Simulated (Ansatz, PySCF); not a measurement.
Complex: CH4 (SMILES C) (first 5 atoms) with C3H4 (SMILES C=C=C); geometry from B3LYP-D3(BJ)/def2-TZVP.
(charge 0, multiplicity 1):
```xyz
12

C     -0.2044    -0.0443    -0.2907
H      0.3723    -0.0991    -1.2131
H     -0.7580     0.8937    -0.2666
H     -0.9021    -0.8802    -0.2516
H      0.4678    -0.0913     0.5644
C      1.4354    -0.0455     3.6549
C      0.1453     0.0317     3.5116
C     -1.1436     0.1089     3.3623
H      1.9338    -1.0022     3.7611
H      2.0539     0.8445     3.6736
H     -1.5950     0.0919     2.3772
H     -1.8056     0.1927     4.2164
```

Interaction energies are E(AB) − E(A) − E(B) at the monomers' geometry in the complex; basis-set methods are counterpoise corrected. Rows marked so take none.

Rows in 3-21G, 6-311+G** carry no dispersion term and start afresh at each structure.

Run with Ansatz (Gaussian basis) for Hartree–Fock, density functionals and correlated methods; PySCF for 3-21G rows, 6-311+G** rows, the dispersion terms. Each number belongs to the level named beside it.

Question: One of these levels gives -4.6 kJ/mol for the interaction energy. Which one is it?
A) HF/3-21G (no counterpoise)
B) revPBE-D3(BJ)/def2-TZVPPD
C) B3LYP/6-311+G** (no counterpoise)

Answer: B, revPBE-D3(BJ)/def2-TZVPPD. The others give -0.6 (HF/3-21G (no counterpoise)), 1.5 (B3LYP/6-311+G** (no counterpoise))

Ansatz is an electronic-structure program.
